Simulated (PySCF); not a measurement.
# Hf (hafnium, neutral) across methods

[Xe] 4f14 5d1 6s2 6p1, one real determinant (an excited configuration). Computed with PySCF 2.14 in def2-TZVPPD with the def2 core potential (60 electrons) (6s5p3d2f1g, 59 functions), with a scalar-relativistic core potential.

| method | E (hartree) | mean ε 6s α (eV) | mean ε 6s β (eV) | mean ε 6p α (eV) | Σ⟨r²⟩ (bohr²) | ⟨S²⟩ |
| --- | --- | --- | --- | --- | --- | --- |
| UHF | -47.30782 | -9.297 | -7.502 | -4.837 | 71.98 | 2.228 |
| PBE | -47.7890 | -6.693 | -5.885 | -2.638 | 70.32 | 2.009 |
| PBEsol | -47.6880 | -6.733 | -5.912 | -2.601 | 70.21 | 2.013 |
| CAM-B3LYP | -47.7362 | -8.569 | -7.616 | -3.975 | 70.19 | 2.045 |
| r2SCAN | -47.7835 | -6.818 | -5.914 | -2.826 | 70.48 | 2.013 |
| wB97X-V | -47.7486 | -9.461 | -8.410 | -4.745 | 69.98 | 2.053 |
| LDA | -47.6405 | -6.857 | -6.126 | -2.598 | 70.29 | 2.002 |
| PBE0 | -47.7629 | -7.477 | -6.523 | -3.286 | 70.12 | 2.030 |

⟨L²⟩ = 8.77 against 12 for a pure F term, so this real determinant mixes terms. Energies and moments cover only the electrons outside the core potential. Spin-orbit coupling, absent here, splits the open shell strongly. ⟨S²⟩ = 2.23 against 2.00 shows spin contamination.
